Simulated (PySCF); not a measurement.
Spectra and structures to be paired. The calculation used TDDFT PBE0/def2-SVPD, vertical, gas phase, core orbitals frozen in the response in PySCF 2.14.0, density-fitted response routines. Geometries: GFN2-xTB; one conformer of each isolated species. Triplets are in the Tamm–Dancoff approximation. Ions are computed without counter-ions or solvent.

A. `C[C@]1(F)CC1(F)F`
B. `FC(C(C)=C)(F)F`
C. `C[C@@]1(N)CCNC1`
D. `FC(F)[C@@H]1C[C@@H]1F`
E. `C1=CC=C([SiH+]C1)[C@H](Cl)F`

Lowest singlet levels (six at most, fewer where fewer were computed) with oscillator strengths:

1. 7.54 eV (f 0.004); 7.95 eV (f 0.016); 8.39 eV (f 0.002); 8.69 eV (f 0.024); 8.76 eV (f 0.028); 8.86 eV (f 0.092); T1 7.00 eV
2. 8.09 eV (f 0.001); 8.57 eV (f 0.005); 8.66 eV (f 0.016); 8.83 eV (f 0.002); 9.13 eV (f 0.036); 9.23 eV (f 0.016); T1 7.80 eV
3. 7.46 eV (f 0.389); 7.80 eV (f 0.012); 8.06 eV (f 0.000); 8.66 eV (f 0.024); 8.78 eV (f 0.001); 8.83 eV (f 0.001); T1 4.34 eV
4. 3.14 eV (f 0.087); 4.12 eV (f 0.003); 4.33 eV (f 0.001); 4.42 eV (f 0.001); 5.05 eV (f 0.120); 5.31 eV (f 0.001); T1 2.12 eV
5. 5.93 eV (f 0.003); 6.27 eV (f 0.040); 6.59 eV (f 0.002); 6.99 eV (f 0.007); 7.03 eV (f 0.021); 7.15 eV (f 0.005); T1 5.75 eV

Task: Match each spectrum to its molecule.

Result: 1 = A, 2 = D, 3 = B, 4 = E, 5 = C.
- A: S1 at 7.54 eV, HOMO→LUMO (58%), HOMO→LUMO+1 (40%); Löwdin shares by element: HOMO carbon 42% or more, fluorine 24% or more (atoms not listed hold the other 34%); LUMO carbon 44% or more, hydrogen 11% or more (atoms not listed hold the other 46%); HOMO -8.34 and LUMO 0.59 eV.
- B: S1 at 7.46 eV, HOMO→LUMO (96%); Löwdin shares by element: HOMO carbon 81% or more (atoms not listed hold the other 19%); LUMO carbon 67% or more, hydrogen 13% or more (atoms not listed hold the other 20%); HOMO -8.33 and LUMO -0.61 eV; point group Cs, 1 of its 6 listed states under f = 0.0005.
- C: S1 at 5.93 eV, HOMO→LUMO (86%), HOMO→LUMO+1 (10%); Löwdin shares by element: HOMO nitrogen 56% or more, carbon 21% or more (atoms not listed hold the other 23%); LUMO carbon 30% or more, hydrogen 8% or more (atoms not listed hold the other 62%); HOMO -6.52 and LUMO 0.54 eV.
- D: S1 at 8.09 eV, HOMO→LUMO (94%); Löwdin shares by element: HOMO carbon 63% or more, fluorine 23% or more; LUMO carbon 33% or more, hydrogen 30% or more (atoms not listed hold the other 37%); HOMO -8.86 and LUMO 0.65 eV.
- E: S1 at 3.14 eV, HOMO→LUMO (98%); Löwdin shares by element: HOMO carbon 60% or more, chlorine 13% (atoms not listed hold the other 27%); LUMO silicon 40%, carbon 33% or more (atoms not listed hold the other 26%); HOMO -11.96 and LUMO -8.02 eV.
A and B have S1 within 0.08 eV of each other; their strongest listed levels stand at 8.86 eV (f 0.092) and 7.46 eV (f 0.389).
